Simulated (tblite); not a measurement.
Start geometry of `CC(=O)c1ccccp1` from a force field or distance geometry (Å):
```
atom  x, y, z in Å
C1    -2.798    0.516    0.561
C2    -1.835   -0.390   -0.146
O3    -2.223   -1.371   -0.772
C4    -0.364   -0.103   -0.059
C5     0.506   -0.994   -0.713
C6     1.907   -0.902   -0.764
C7     2.646    0.110   -0.128
C8     2.092    1.141    0.628
P9     0.289    1.336    0.897
H10   -2.636    0.511    1.645
H11   -2.745    1.530    0.154
H12   -3.827    0.150    0.388
H13    0.059   -1.831   -1.254
H14    2.462   -1.662   -1.326
H15    3.728    0.090   -0.219
H16    2.733    1.878    1.096
```

Task: What comes out of this run: tblite 0.8.0, GFN2-xTB geometry optimisation, gas phase?

Result: 
```
atom  x, y, z in Å
C1    -2.703    0.534    0.566
C2    -1.793   -0.424   -0.159
O3    -2.218   -1.373   -0.779
C4    -0.337   -0.140   -0.071
C5     0.516   -1.015   -0.736
C6     1.892   -0.903   -0.761
C7     2.567    0.120   -0.109
C8     1.928    1.104    0.615
P9     0.216    1.247    0.841
H10   -2.460    0.546    1.627
H11   -2.567    1.541    0.175
H12   -3.737    0.228    0.432
H13    0.043   -1.834   -1.264
H14    2.464   -1.637   -1.309
H15    3.648    0.146   -0.172
H16    2.532    1.868    1.093
```

The energy falls by 0.373 eV over 33 L-BFGS steps, the largest force on an atom goes from 2.54 to 0.008 eV/Å, and the atoms move by 0.112 Å rms after alignment. Among the bonds, C8–P9 and C4–P9 change most and about equally (-0.099 to -0.098 Å). Bonds longer at the end by more than 0.005 Å: 1 of 16; shorter: 13. Among the angles that change most is H10–C1–H11, from 111.4° to 108.2°. Rotational constants go from 2614, 1078, 767.1 to 2714, 1150, 811.6 MHz. The orientation of the end geometry is arbitrary; only internal coordinates are fixed.

Its GFN2-xTB frequencies are all real (lowest 28 cm⁻¹). The numbers are those of one conformer. 3 starts were optimised and ended at 0.00, 0.02 and 0.02 kcal/mol (GFN2-xTB); the lowest of these is shown.

These are computed values.
